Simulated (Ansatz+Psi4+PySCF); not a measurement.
Results of a calculation; reference values are marked as such.
## PySCF 2.14.0 run

```python
from pyscf import gto, scf, mp

mol = gto.M(atom="""
Fe 0.000000 0.000000 0.000000
O 0.000000 0.000000 1.616000
""", basis='cc-pvtz', charge=0, spin=4)
mf = scf.UHF(mol)
mf.kernel()
pt = mp.MP2(mf, frozen=10).run()
print(mf.e_tot, pt.e_corr, pt.e_tot)
```

The script is written out from the run's settings.

The run gave:

```json
{"Converged": "yes", "Reference energy": "-1337.10763 hartree", "Correlation energy": "-0.45574 hartree", "Total energy": "-1337.56337 hartree", "Spin squared of the determinant": "6.030"}
```

Messages of the program:
```
WARN: HOMO 0.200421321368003 >= LUMO 0.0863357264107759
WARN: HOMO -1.55781008261771 >= LUMO -2.1033100386197
WARN: HOMO -1.12226715321174 >= LUMO -1.84372502842416
WARN: HOMO -1.04228973005788 >= LUMO -1.34431917376203
```

This is not the lowest solution: another run reaches a determinant 4.97 eV lower. Caution: large amplitudes, a single reference is doubtful; another spin multiplicity may lie lower.
